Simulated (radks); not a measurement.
Results of a calculation; reference values are marked as such.
Task: Valence configurations of N+ (all share [He]). Code: a radial shooting solver on a logarithmic mesh with Libxc functionals. Model: non-relativistic Kohn-Sham, PBE, spin-unpolarised, spherical densities, point nucleus. Order these by energy: 2p4; 2s2 2p2; 2s1.5 2p2.5; 2s0.5 2p3.5; 2s1 2p3.

Result: From the lowest, in eV above it: 2s2 2p2 0.000; 2s1.5 2p2.5 5.872; 2s1 2p3 11.747; 2s0.5 2p3.5 17.626; 2p4 23.508. NIST lists [He] 2s2 2p2 as the ground configuration; this level of theory agrees among the configurations tried. The energies are those of spherical spin-averaged densities, not of single terms.
